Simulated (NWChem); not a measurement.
System: GeNH2Cl, singlet; SMILES [NH2][Ge][Cl]

The following NWChem deck was run.

```
start job
memory heap 200 mb stack 900 mb global 1100 mb
geometry units angstroms noautosym nocenter noautoz
  Ge     0.470645     0.520238     0.000000
  Cl    -0.156099    -1.629605     0.000000
  N     -1.233627     1.196295     0.000000
  H     -2.080827     0.618247     0.000000
  H     -1.433292     2.201113     0.000000
end
basis spherical
  * library def2-svp
end
dft
  xc pbe0
  iterations 150
end
property
  efieldgrad
end
task dft property
```

Excerpt of the output:

```
             Northwest Computational Chemistry Package (NWChem) 7.3.0
             --------------------------------------------------------

                             Geometry "geometry" -> ""
                             -------------------------

 Output coordinates in angstroms (scale by  1.889725989 to convert to a.u.)

  No.       Tag          Charge          X              Y              Z
 ---- ---------------- ---------- -------------- -------------- --------------
    1 Ge                  32.0000     0.47064500     0.52023800     0.00000000
    2 Cl                  17.0000    -0.15609900    -1.62960500     0.00000000
    3 N                    7.0000    -1.23362700     1.19629500     0.00000000
    4 H                    1.0000    -2.08082700     0.61824700     0.00000000
    5 H                    1.0000    -1.43329200     2.20111300     0.00000000

 Effective nuclear repulsion energy (a.u.)     240.1293395586

                              NWChem Property Module
                              ----------------------

  itol2e modified to match energy
  convergence criterion.

                                 NWChem DFT Module
                                 -----------------

 Summary of "ao basis" -> "ao basis" (spherical)
 ------------------------------------------------------------------------------
       Tag                 Description            Shells   Functions and Types
 ---------------- ------------------------------  ------  ---------------------
 Ge                         def2-svp                12       32   5s4p3d
 Cl                         def2-svp                 8       18   4s3p1d
 N                          def2-svp                 6       14   3s2p1d
 H                          def2-svp                 3        5   2s1p

  itol2e modified to match energy
  convergence criterion.

            General Information
            -------------------
          SCF calculation type: DFT
          Wavefunction type:  closed shell.
          No. of atoms     :     5
          No. of electrons :    58
           Alpha electrons :    29
            Beta electrons :    29
          Charge           :     0
          Spin multiplicity:     1
          Use of symmetry is: off; symmetry adaption is: off
          Maximum number of iterations: 150
          AO basis - number of functions:    74
                     number of shells:    32
          Convergence on energy requested:  1.00D-07
          Convergence on density requested:  1.00D-05
          Convergence on gradient requested:  5.00D-04

              XC Information
              --------------
                         PBE0 Method XC Functional
                     Hartree-Fock (Exact) Exchange  0.250
          PerdewBurkeErnzerhof Exchange Functional  0.750
            Perdew 1991 LDA Correlation Functional  1.000 local
           PerdewBurkeErnz. Correlation Functional  1.000 non-local

             Grid Information
             ----------------
          Grid used for XC integration:  fine
          Radial quadrature: Mura-Knowles
          Angular quadrature: Lebedev.
          Tag              B.-S. Rad. Rad. Pts. Rad. Cut. Ang. Pts.
          ---              ---------- --------- --------- ---------
          Ge                  1.25      140           9.0       974
          Cl                  1.00      123          11.0       770
          N                   0.65       70           8.0       590
          H                   0.35       60          10.0       590
          Grid pruning is: on
          Number of quadrature shells:   453
          Spatial weights used:  Erf1

      Superposition of Atomic Density Guess
      -------------------------------------

 Sum of atomic energies:       -2589.60974917

      Non-variational initial energy
      ------------------------------

 Total energy =   -2590.190009
 1-e energy   =   -4083.375191
 2-e energy   =    1253.055843
 HOMO         =      -0.284930
 LUMO         =      -0.023909

[...]

          -----------------------
          Electric field gradient
          -----------------------

 1 a.u. = 0.324123 10**(16) esu/cm**3  ( or statvolts/cm**2 ) = 0.97174 10**(22) v/m**2

 ------------------------------------------------------------
   Atom      X         Y         Z
 ------------------------------------------------------------
    1 Ge   0.88939   0.98311   0.00000
 ------------------------------------------------------------

 Electric field gradient in molecular frame (a.u.)
         XX             YY             ZZ             XY             XZ             YZ
 ------------------------------------------------------------------------------------------
        2.337900      -0.299820      -2.038080       0.286422       0.000000      -0.000000

 Principal components (a.u.) and orientation
 of principal axis w.r.t. absolute frame                      Asymmetry parameter eta
 --------------------------------------------------------------------------------------
        2.368643      -2.038080      -0.330564                       0.720884

        0.994289      -0.000000      -0.106723
        0.106723       0.000000       0.994289
        0.000000       1.000000      -0.000000

 ------------------------------------------------------------
   Atom      X         Y         Z
 ------------------------------------------------------------
    2 Cl  -0.29498  -3.07951   0.00000
 ------------------------------------------------------------

 Electric field gradient in molecular frame (a.u.)
         XX             YY             ZZ             XY             XZ             YZ
 ------------------------------------------------------------------------------------------
        0.925774      -1.477307       0.551533      -0.788711      -0.000000       0.000000

 Principal components (a.u.) and orientation
 of principal axis w.r.t. absolute frame                      Asymmetry parameter eta
 --------------------------------------------------------------------------------------
       -1.713043       1.161510       0.551533                       0.356078

        0.286370       0.958119       0.000000
        0.958119      -0.286370      -0.000000
       -0.000000      -0.000000       1.000000

 ------------------------------------------------------------
   Atom      X         Y         Z
 ------------------------------------------------------------
    3 N   -2.33122   2.26067   0.00000
 ------------------------------------------------------------

 Electric field gradient in molecular frame (a.u.)
         XX             YY             ZZ             XY             XZ             YZ
 ------------------------------------------------------------------------------------------
       -0.218014      -0.434610       0.652624      -0.098372       0.000000       0.000000

 Principal components (a.u.) and orientation
 of principal axis w.r.t. absolute frame                      Asymmetry parameter eta
 --------------------------------------------------------------------------------------
        0.652624      -0.472618      -0.180006                       0.448362

        0.000000       0.360406       0.932795
        0.000000       0.932795      -0.360406
        1.000000      -0.000000      -0.000000

 ------------------------------------------------------------
   Atom      X         Y         Z
 ------------------------------------------------------------
    4 H   -3.93219   1.16832   0.00000
 ------------------------------------------------------------

 Electric field gradient in molecular frame (a.u.)
         XX             YY             ZZ             XY             XZ             YZ
 ------------------------------------------------------------------------------------------
       -0.203568      -0.011435       0.215002      -0.253064      -0.000000      -0.000000

 Principal components (a.u.) and orientation
 of principal axis w.r.t. absolute frame                      Asymmetry parameter eta
 --------------------------------------------------------------------------------------
       -0.378186       0.215002       0.163183                       0.137020

        0.823074      -0.000000      -0.567934
        0.567934      -0.000000       0.823074
        0.000000       1.000000       0.000000

 ------------------------------------------------------------
   Atom      X         Y         Z
 ------------------------------------------------------------
    5 H   -2.70853   4.15950   0.00000
 ------------------------------------------------------------

 Electric field gradient in molecular frame (a.u.)
         XX             YY             ZZ             XY             XZ             YZ
 ------------------------------------------------------------------------------------------
        0.144838      -0.364826       0.219988       0.098177       0.000000      -0.000000

 Principal components (a.u.) and orientation
 of principal axis w.r.t. absolute frame                      Asymmetry parameter eta
 --------------------------------------------------------------------------------------
       -0.383084       0.219988       0.163096                       0.148512

       -0.182834       0.000000       0.983144
        0.983144       0.000000       0.182834
        0.000000       1.000000      -0.000000
```

Level: PBE0/def2-SVP. Low-valent species are run as closed-shell singlets; no triplet was tried in these runs. The geometry was optimised at PBE-D3(BJ)/def2-SVP. NWChem prints the field gradient with the sign opposite to the second derivative of the potential.
